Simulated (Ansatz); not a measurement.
Cost and result for the atomization energy of CH4BNOS, SMILES `BNC(=O)S` (9 atoms, 8 bonds).

Z-matrix (Å, degrees):
```
B
N 1 1.411
H 1 1.193 2 116.8
H 1 1.187 2 119.5 3 -180.0
C 2 1.392 1 125.6 3 180.0
H 2 1.010 1 119.8 3 0.1
S 5 1.790 2 111.3 1 -179.6
O 5 1.194 2 125.0 1 0.4
H 7 1.340 5 93.2 2 -179.9
```

Charge 0, multiplicity 1. The geometry is a stationary point of PBE0-D4/def2-TZVP. It is one conformer, not always the lowest. Program: Ansatz. All runs use 2 threads of an Intel Xeon Platinum 8559C on a shared host. Times are those of one run each, without the atoms' runs, and a repeat can differ threefold. Electronic energies, without spin–orbit coupling; frozen cores. CCSD(T)/CBS adds CCSD(T) − MP2 in def2-TZVPP to the MP2 limit, and its time is that of the two runs behind it. T1 = 0.016. B3LYP takes the VWN-RPA correlation (the form of Gaussian; ORCA's B3LYP/G). HSE06 is the plane-wave form, built on full-range PBE exchange.

CCSD(T)/CBS is a level of theory with its own doubt, some kJ/mol a heavy atom from the limit and from the frozen cores, so smaller differences don't rank the functionals.

| level | functions | wall time | atomization (kJ/mol) | difference from CCSD(T)/CBS | per bond |
| --- | --- | --- | --- | --- | --- |
| BLYP-D4/def2-TZVPP | 222 | 1.6 s | 3528.8 | 65.1 | 8.1 |
| HSE06-D4/def2-TZVPP | 222 | 2.4 s | 3513.1 | 49.4 | 6.2 |
| CAM-B3LYP-D4/def2-TZVPP | 222 | 2.6 s | 3507.4 | 43.7 | 5.5 |
| CCSD(T)/def2-SVP | 94 | 3 s | 3272.2 | -191.5 | -23.9 |
| r2SCAN-D4/def2-TZVPP (with forces) | 222 | 3.2 s | 3510.3 | 46.6 | 5.8 |
| r2SCANh-D4/def2-TZVPP | 222 | 3.3 s | 3473.4 | 9.7 | 1.2 |
| B3LYP-D4/def2-TZVPP (with forces) | 222 | 3.4 s | 3499.4 | 35.7 | 4.5 |
| B2PLYP/def2-TZVPP | 222 | 4.2 s | 3454.8 | -8.9 | -1.1 |
| ωB97X-V/def2-TZVPP | 222 | 5.5 s | 3500.5 | 36.8 | 4.6 |
| ωB97M-V/def2-TZVPP (with forces) | 222 | 7.5 s | 3508.3 | 44.6 | 5.6 |
| MP2/def2-QZVPP | 418 | 16 s | 3518.3 | 54.6 | 6.8 |
| CCSD(T)/def2-TZVPP | 222 | 64 s | 3359.7 | -104.0 | -13.0 |
| CCSD(T)/CBS(def2) | – | 80 s | 3463.7 | 0.0 | 0.0 |

From BLYP to BHLYP (50 % exact exchange), in def2-TZVPP and without D4, the atomization energy moves by −161.5 kJ/mol: exact exchange takes away binding that semilocal exchange gives to molecules. In def2-TZVPP, CCSD(T) changes the Hartree–Fock value by +962.3 kJ/mol (the triples alone add +73.4 kJ/mol) and MP2 by +1059.5 kJ/mol; breaking electron pairs costs correlation energy, which Hartree–Fock lacks. At CCSD(T), def2-SVP lies −191.5 kJ/mol from the extrapolated value and def2-TZVPP −104.0 kJ/mol: correlation converges slowly with the basis, and small sets miss more of it in the bonded molecule than in its fragments.
